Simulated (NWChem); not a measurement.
Species: CH$_{4}$BI; SMILES CBI

def2 effective core potentials on I; no spin-orbit coupling.

Give the equilibrium geometry at PBE0/def2-SVP with def2 effective core potentials on I (NWChem) as a list of bonds and angles, with the point group.

point group C1; any orientation.
Bonded distances (Å): B1–H2 1.206, B1–I3 2.129, B1–C4 1.551, C4–H5 1.104, C4–H6 1.107, C4–H7 1.098. Angles (°): H2–B1–I3 114.5, H2–B1–C4 123.0, I3–B1–C4 122.5, B1–C4–H5 109.7, B1–C4–H6 107.2, B1–C4–H7 116.0, H5–C4–H6 104.9, H5–C4–H7 109.8, H6–C4–H7 108.6.
